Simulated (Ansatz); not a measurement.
Geometry optimisation, RKS CAM-B3LYP-D4/def2-SVP in Ansatz 0.2.0.

The input (input.yaml):

```yaml
crystal:
  periodic: [false, false, false]
  atoms:
    - { symbol: "N", position_ang: [-0.4908, 1.6432, -0.1656] }
    - { symbol: C, position_ang: [-0.0674, 0.3198, -0.3265] }
    - { symbol: Sn, position_ang: [0.9444, -0.6006, 1.2938] }
    - { symbol: O, position_ang: [0.5791, 0.1158, -1.5535] }
    - { symbol: Si, position_ang: [-1.0453, -0.7465, -1.4703] }
    - { symbol: H, position_ang: [-0.02001, 2.305, -0.81605] }
    - { symbol: H, position_ang: [-1.51597, 1.71658, -0.39973] }
    - { symbol: H, position_ang: [1.5263, -2.1895, 0.8223] }
    - { symbol: H, position_ang: [-0.0925, -0.6949, 2.7278] }
    - { symbol: H, position_ang: [2.3772, 0.3671, 1.7474] }
    - { symbol: H, position_ang: [-1.9984, -0.0838, -2.352] }
    - { symbol: H, position_ang: [-0.7672, -2.1782, -1.4181] }
basis:
  gaussian: { orbitals: def2-SVP }
hamiltonian:
  xc: cam_b3lyp
  dispersion: d4
relax:
  f_tol: 0.015
  max_steps: 40
```

Command:

```bash
$ ansatz run input.yaml --threads 2 --pin off --max-ram 3072MiB --backend cpu --events-out ev --progress --plain --runs-dir out
```

Q: Where does it end, and by what steps?

A: The forces met the threshold. After 9 steps the energy has fallen by 0.755 eV; H6 moved furthest, 0.83 Å.

```
step  energy less start (eV)  largest force component (eV/Å)  accepted
   0                  0.0000                           2.594       yes
   1                 -0.3612                           2.025       yes
   2                 -0.5872                           0.658       yes
   3                 -0.6802                           0.363       yes
   4                 -0.7270                           0.461       yes
   5                 -0.7489                           0.298       yes
   6                 -0.7531                           0.081       yes
   7                 -0.7542                           0.051       yes
   8                 -0.7545                           0.036       yes
   9                 -0.7546                           0.008       yes
```

```xyz
12
Properties=species:S:1:pos:R:3
N -0.599 1.596 -0.093
C -0.195 0.267 -0.330
Sn 0.976 -0.532 1.300
O 0.481 -0.001 -1.655
Si -0.986 -0.808 -1.577
H 0.191 2.237 -0.014
H -1.253 1.970 -0.778
H 1.603 -2.057 0.851
H 0.014 -0.689 2.705
H 2.257 0.565 1.602
H -2.084 -0.287 -2.424
H -0.975 -2.286 -1.499
```

Whether the end is a true minimum wasn't checked by a vibrational analysis.

Time of the run: 70 s on 2 threads of Arm Neoverse V1, on a shared host, peak memory 0.39 GiB.
